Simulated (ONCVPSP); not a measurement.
Potentials for Ni (Z = 28) compared

Generated with ld1.x 7.5 (TM, RRKJ, ultrasoft, PAW), atompaw 4.2 or ONCVPSP 4.0.1. The cutoff is in Ry: for ld1.x and atompaw files where the sum of valence levels is converged to 10 mRy in a Bessel basis, for ONCV files where the hardest occupied wave has 1 mHa per electron of residual kinetic energy. The error is the largest all-electron minus pseudo excitation energy over each file’s own four to seven test configurations (ionisations up to +4, promotions, holes and added fractions of an electron), all of which were solved. The labels leave out finer settings (local radius, basis sizes, second energies), which also bear on the numbers. Spin-polarised tests are not counted. The rows are a selection from randomly drawn settings: files with unsolved tests, undetermined cutoffs or missed reference levels are left out.

| potential | cutoff (Ry) | largest error (meV) | bound ghosts |
| --- | --- | --- | --- |
| ONCV, PBE, scalar-relativistic, rc 0.60/1.00/1.50 (spd), local smoothed, core correction no, reference 3s2 3p6 3d8, qcut 8.4/12.5/9.4, projectors 1/2/2 | 1053 | +680 | none |
| ONCV, LDA (Perdew-Wang 92), scalar-relativistic, rc 1.20/0.85/1.45 (spd), local smoothed, core correction yes, reference 3s2 3p6 3d8, qcut 10.7/11/8.8, projectors 2/2/2 | 91 | -218 | none |
| ONCV, PBE, scalar-relativistic, rc 1.20/1.25/0.75 (spd), local d, core correction no, reference 3s2 3p6 3d8 4s2, qcut 9.8/8.9/13.2, projectors 2/3/0 | 953 | -30 | none |
| ONCV, LDA (Perdew-Wang 92), scalar-relativistic, rc 1.45/1.25/1.40 (spd), local smoothed, core correction yes, reference 3s2 3p6 3d8.5 4s1.5, qcut 7.6/11.1/12.8, projectors 2/2/2 | 117 | +4.4 | none |
| ONCV, PBE, scalar-relativistic, rc 1.15/0.80/1.50 (spd), local smoothed, core correction yes, reference 3s2 3p6 3d8 4s2, qcut 8.2/8.6/9.8, projectors 2/2/2 | 101 | +78 | none |

Fill in the row for Ni: ONCV, PW91, scalar-relativistic, rc 1.40/1.20/1.60/1.45 (spdf), local smoothed, core correction yes, reference 3s2 3p6 3d8 4s2, qcut 10/10.8/9.6/8.8, projectors 3/1/2/2.

cutoff 83 Ry, largest error +544 meV, bound ghosts: none.

Fill in the row for Ni: ONCV, PBEsol, fully relativistic, rc 1.00/1.25/1.35 (spd), local smoothed, core correction yes, reference 3s2 3p6 3d8.5 4s1.5, qcut 13.9/9.6/11, projectors 2/3/2.

cutoff 142 Ry, largest error +5.7 meV, bound ghosts: none.

Fill in the row for Ni: ONCV, PBEsol, scalar-relativistic, rc 1.10/1.25/1.50/1.55 (spdf), local smoothed, core correction no, reference 3s2 3p6 3d8 4s2, qcut 9.4/11.2/8.4/8.3, projectors 2/3/2/2.

cutoff 83 Ry, largest error +566 meV, bound ghosts: none.
